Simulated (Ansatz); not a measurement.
**Nudged elastic band run: CH₇BrSi**

Input:

```yaml
crystal:
  periodic: [false, false, false]
  atoms:
    - { symbol: Si, position_ang: [-0.964569, 0.491296, 0.12971] }
    - { symbol: C, position_ang: [-0.13932, -1.134739, 0.57707] }
    - { symbol: H, position_ang: [-1.325222, 0.539285, -1.319889] }
    - { symbol: H, position_ang: [-2.209533, 0.696786, 0.93393] }
    - { symbol: H, position_ang: [-0.048664, 1.64459, 0.414824] }
    - { symbol: H, position_ang: [2.104323, 1.506329, -0.827942] }
    - { symbol: Br, position_ang: [2.491681, 0.672982, -1.913994] }
    - { symbol: H, position_ang: [-0.810698, -1.981231, 0.367085] }
    - { symbol: H, position_ang: [0.782717, -1.273933, -0.007344] }
    - { symbol: H, position_ang: [0.119286, -1.161263, 1.64655] }
basis:
  gaussian: { orbitals: def2-SVP }
hamiltonian:
  xc: pbe0
  dispersion: d4
neb:
  order_check: false
  images: 5
  f_tol: 0.05
  max_iterations: 60
  spring: 0.5
  final_atoms:
    - { symbol: Si, position_ang: [-0.90172072, 1.82692006, -0.67921248] }
    - { symbol: C, position_ang: [0.75612474, -1.81072087, 0.74805114] }
    - { symbol: H, position_ang: [-1.92932232, 1.8638165, -1.75578349] }
    - { symbol: H, position_ang: [-1.13358665, 0.66587658, 0.22248567] }
    - { symbol: H, position_ang: [-0.91832885, 3.09879724, 0.09429944] }
    - { symbol: H, position_ang: [1.1855776, -1.05965122, 0.07149797] }
    - { symbol: Br, position_ang: [1.10416194, 1.60021723, -1.62359039] }
    - { symbol: H, position_ang: [-0.17022672, -2.20918703, 0.31248536] }
    - { symbol: H, position_ang: [1.47405331, -2.62971486, 0.89158629] }
    - { symbol: H, position_ang: [0.53326866, -1.34625162, 1.71818049] }
  initial_path:
    images:
      - { positions_ang: [[-0.964569, 0.491296, 0.12971], [-0.13932, -1.134739, 0.57707], [-1.325222, 0.539285, -1.319889], [-2.209533, 0.696786, 0.93393], [-0.048664, 1.64459, 0.414824], [2.104323, 1.506329, -0.827942], [2.491681, 0.672982, -1.913994], [-0.810698, -1.981231, 0.367085], [0.782717, -1.273933, -0.007344], [0.119286, -1.161263, 1.64655]] }
      - { positions_ang: [[-0.84540479, 0.61537615, 0.02994808], [-0.00626053, -1.1009505, 0.53837754], [-1.26641034, 0.58349773, -1.38106864], [-2.07954351, 0.66558586, 0.84198263], [-0.02489234, 1.73522675, 0.47844244], [1.71168306, 0.94684457, -0.68575663], [2.20811586, 0.85762283, -1.81885973], [-0.73708346, -1.85374753, 0.28282506], [0.89836549, -1.41179759, 0.11337581], [0.14143156, -1.03755627, 1.60073344]] }
      - { positions_ang: [[-0.72624057, 0.7394563, -0.06981383], [0.12679895, -1.067162, 0.49968507], [-1.20759869, 0.62771046, -1.44224828], [-1.94955401, 0.63438572, 0.75003527], [-0.00112067, 1.82586351, 0.54206089], [1.31904311, 0.38736014, -0.54357126], [1.92455071, 1.04226365, -1.72372546], [-0.66346893, -1.72626406, 0.19856511], [1.01401398, -1.54966217, 0.23409561], [0.16357712, -0.91384953, 1.55491688]] }
      - { positions_ang: [[-0.60707636, 0.86353644, -0.16957575], [0.25985842, -1.0333735, 0.46099261], [-1.14878703, 0.67192319, -1.50342792], [-1.81956452, 0.60318557, 0.6580879], [0.02265099, 1.91650026, 0.60567933], [0.92640317, -0.17212429, -0.40138589], [1.64098557, 1.22690448, -1.62859119], [-0.58985439, -1.5987806, 0.11430517], [1.12966247, -1.68752676, 0.35481542], [0.18572268, -0.7901428, 1.50910033]] }
      - { positions_ang: [[-0.70529115, 1.18466432, -0.33945466], [0.42528053, -1.29248929, 0.55667878], [-1.40896546, 1.06922096, -1.58754644], [-1.59090523, 0.62408258, 0.51288716], [-0.29100895, 2.31059925, 0.43521936], [1.01279465, -0.4679666, -0.24375794], [1.46204436, 1.35134206, -1.62692426], [-0.4499785, -1.80224941, 0.18036523], [1.24445942, -2.00158946, 0.53373904], [0.30157134, -0.97551241, 1.57879371]] }
      - { positions_ang: [[-0.80350593, 1.50579219, -0.50933357], [0.59070264, -1.55160508, 0.65236496], [-1.66914389, 1.46651873, -1.67166497], [-1.36224594, 0.64497958, 0.36768642], [-0.6046689, 2.70469825, 0.2647594], [1.09918612, -0.76380891, -0.08612998], [1.28310315, 1.47577964, -1.62525732], [-0.31010261, -2.00571822, 0.2464253], [1.35925636, -2.31565216, 0.71266267], [0.41742, -1.16088201, 1.6484871]] }
      - { positions_ang: [[-0.90172072, 1.82692006, -0.67921248], [0.75612474, -1.81072087, 0.74805114], [-1.92932232, 1.8638165, -1.75578349], [-1.13358665, 0.66587658, 0.22248567], [-0.91832885, 3.09879724, 0.09429944], [1.1855776, -1.05965122, 0.07149797], [1.10416194, 1.60021723, -1.62359039], [-0.17022672, -2.20918703, 0.31248536], [1.47405331, -2.62971486, 0.89158629], [0.53326866, -1.34625162, 1.71818049]] }
```

Launched with:

```bash
$ ansatz run input.yaml --threads 2 --pin off --max-ram 3072MiB --backend cpu --events-out ev --progress --plain --runs-dir out
```

Output, in part (warnings, iteration lines, the closing report on the highest movable image, with atoms numbered from 0):

```
NEB end point (image 0): max|allowed force component| = 2.319e-2 eV/Å (the criterion of neb.relax_end_points is 1.000e-2)
NEB end point (image 6): max|allowed force component| = 9.562e-3 eV/Å (the criterion of neb.relax_end_points is 1.000e-2)
NEB iter   1: max|band force component| = 7.149e0 eV/Å  barrier→ = 2.0029 eV  barrier← = 2.9046 eV  Δτ_max = 0.2000 Å  (163 SCF iters)
NEB iter   2: max|band force component| = 1.722e0 eV/Å  barrier→ = 1.7684 eV  barrier← = 2.6700 eV  Δτ_max = 0.2000 Å  (130 SCF iters)
NEB iter   3: max|band force component| = 1.731e0 eV/Å  barrier→ = 1.6938 eV  barrier← = 2.5954 eV  Δτ_max = 0.0788 Å  (126 SCF iters)
NEB iter   4: max|band force component| = 4.159e-1 eV/Å  barrier→ = 1.6517 eV  barrier← = 2.5533 eV  CI = image 3  Δτ_max = 0.0976 Å  (118 SCF iters)
NEB iter   5: max|band force component| = 2.267e-1 eV/Å  barrier→ = 1.7058 eV  barrier← = 2.6074 eV  CI = image 3  Δτ_max = 0.0497 Å  (118 SCF iters)
NEB iter   6: max|band force component| = 1.828e-1 eV/Å  barrier→ = 1.6931 eV  barrier← = 2.5948 eV  CI = image 3  Δτ_max = 0.0181 Å  (116 SCF iters)
NEB iter   7: max|band force component| = 9.422e-2 eV/Å  barrier→ = 1.6885 eV  barrier← = 2.5901 eV  CI = image 3  Δτ_max = 0.0260 Å  (112 SCF iters)
NEB iter   8: max|band force component| = 3.371e-2 eV/Å  barrier→ = 1.6880 eV  barrier← = 2.5897 eV  CI = image 3  Δτ_max = 0.0000 Å  (225 SCF iters)
Total energy: -79048.89320943 eV, -2904.9932441824 hartree
Atom 0 at    -0.630489     0.866454    -0.157862 Å, force     0.007380    -0.028446     0.006896 eV/Å
Atom 1 at     0.268561    -1.011405     0.442577 Å, force    -0.018516     0.037462    -0.006971 eV/Å
Atom 2 at    -1.195003     0.875130    -1.525752 Å, force    -0.002200     0.002350     0.007231 eV/Å
Atom 3 at    -1.769098     0.423297     0.725115 Å, force     0.004853     0.005472    -0.004159 eV/Å
Atom 4 at    -0.066811     2.055674     0.518661 Å, force    -0.005189    -0.001737    -0.003370 eV/Å
Atom 5 at     0.814749    -0.220960    -0.336338 Å, force    -0.004311     0.002517     0.008288 eV/Å
Atom 6 at     1.743812     0.993053    -1.549105 Å, force     0.008775     0.002991    -0.006208 eV/Å
Atom 7 at    -0.575376    -1.620241     0.096478 Å, force     0.000834    -0.007699    -0.004657 eV/Å
Atom 8 at     1.196447    -1.587448     0.274268 Å, force     0.003922    -0.011532    -0.001410 eV/Å
Atom 9 at     0.213209    -0.773452     1.511958 Å, force     0.004452    -0.001379     0.004360 eV/Å
Dipole moment:    -0.588765    -0.526553     0.636443 e Å
```

It converged. Neighbouring images differ by up to 1.3 eV, so the band resolves the path poorly. Another band between the same ends (5 images) ends at a top of the same energy, where a vibrational analysis finds 1 clearly imaginary mode. The orbitals stay closed-shell, which can raise the energy where a bond breaks towards radicals; this wasn't checked here.

Final band (atoms are numbered from 1 in the order of the input):

| image | path coordinate (Å) | energy (eV) | Si1–C2 (Å) | H6–Br7 (Å) | Si1–Br7 (Å) |
| --- | --- | --- | --- | --- | --- |
| 0 | 0.00 | 0.00 | 1.88 | 1.42 | 4.02 |
| 1 | 1.05 | 0.06 | 1.88 | 1.42 | 3.95 |
| 2 | 2.10 | 0.37 | 1.91 | 1.45 | 3.32 |
| 3 | 3.15 | 1.69 | 2.17 | 1.95 | 2.75 |
| 4 | 4.29 | 0.34 | 2.86 | 2.25 | 2.33 |
| 5 | 5.44 | -0.75 | 3.53 | 2.58 | 2.24 |
| 6 | 6.58 | -0.90 | 4.24 | 3.16 | 2.23 |

Time of the run: 110 s on 2 threads of Arm Neoverse V1, with other jobs on the host, peak memory 0.22 GiB.
